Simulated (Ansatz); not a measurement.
Program: Ansatz. Geometries: PBE0-D4/def2-TZVP. ΔE: electronic, gas phase. CBS: MP2 limit from def2 TZ/QZ plus the TZ coupled-cluster correction, frozen cores. This one scheme is used for every species. DFT in def2-TZVPP. Elements past krypton have def2 core potentials. For Sb outer-core shells are correlated without core-valence functions, which leaves a few kJ/mol of doubt a bond. One conformer a species, not always the lowest.

`F[SiH2][SbH2]` + `BN` → `N[BH][SbH2]` + `F[SiH3]`  (formal exchange of groups at the Sb–Si bond)

**Question.** Is it downhill or uphill in electronic energy at CCSD(T)/CBS, and by how much? (An estimate is asked.)

**Answer.** Computed: Uphill: ΔE = +5.0 kcal/mol.

**Question.** What do these levels give: LDA (SPW92), revPBE-D4, BLYP-D4, r2SCAN-D4, PBE0-D4, B2PLYP, BHLYP, CCSD/def2-SVP, HF/def2-TZVPP, SCS-MP2/def2-QZVPP, MP2/CBS(def2), CCSD/CBS(def2)? (Estimate.)

**Answer.** Ansatz gave: LDA (SPW92) 6.3, revPBE-D4 6.5, BLYP-D4 6.6, r2SCAN-D4 6.2, PBE0-D4 6.5, B2PLYP 5.5, BHLYP 5.9, CCSD/def2-SVP 3.8, HF/def2-TZVPP 5.0, SCS-MP2/def2-QZVPP 4.3, MP2/CBS(def2) 4.8, CCSD/CBS(def2) 5.1 kcal/mol.

**Question.** What do rigid-rotor, harmonic-oscillator terms from PBE0-D4/def2-TZVP frequencies (298.15 K, 1 bar) make of the CCSD(T)/CBS value? (Best estimate.)

**Answer.** Ansatz gave: ΔZPE = -0.3 kcal/mol, ΔH = +4.5 kcal/mol, ΔS = -6 J/(mol·K), ΔG = +4.9 kcal/mol.

Largest T1 diagnostic among the species: 0.014.

In def2-TZVPP, CCSD(T) changes the Hartree–Fock value by −0.8 kcal/mol (the triples alone add −0.1 kcal/mol) and MP2 by −1.0 kcal/mol. From BLYP to BHLYP (50 % exact exchange), in def2-TZVPP and without D4, ΔE moves by −0.9 kcal/mol.
